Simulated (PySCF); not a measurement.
**Au⁵⁴⁺: ionisation energy**

Au⁵⁴⁺ [Ar] 3d7 [3d3/2^4 3d5/2^3, M_J = 9/2] → Au⁵⁵⁺ [Ar] 3d6 [3d3/2^4 3d5/2^2, M_J = 4], as a difference of total energies. Computed with PySCF 2.14 in an even-tempered Gaussian basis (15 s from 15 bohr⁻², ratio 2.8; 13 p from 20 bohr⁻², ratio 2.8; 8 d from 20 bohr⁻², ratio 2.8; 3 f from 69 bohr⁻², ratio 3), with the two-component X2C-1e Hamiltonian. Correlated levels: [Ne] frozen; the 78 highest virtual spinors dropped. "Screened" scales the spin-orbit matrix elements by Boettger's factors to mimic the two-electron term; Breit and QED terms are absent.

```json
{"method": "GHF (spin-free)", "ionisation energy (eV)": "5336.5"}
{"method": "GMP2 (spin-free)", "ionisation energy (eV)": "5337.5"}
{"method": "GHF (screened spin-orbit)", "ionisation energy (eV)": "5309.4"}
{"method": "GMP2 (screened spin-orbit)", "ionisation energy (eV)": "5309.5"}
```

Breit and QED terms and the two-electron picture change are absent.

The spin-free rows relax to the high-spin LS determinant and lack the spin-orbit shift.

The labels give the starting determinants; with spin-orbit coupling the two ends relaxed to ⟨J²⟩ = 24.75, ⟨L²⟩ = 16.19, ⟨S²⟩ = 2.51 and ⟨J²⟩ = 20.00, ⟨L²⟩ = 13.22, ⟨S²⟩ = 2.82.

For comparison: 5307 ± 5 eV (theoretical estimate listed by NIST; NIST Atomic Spectra Database, ionization energies).
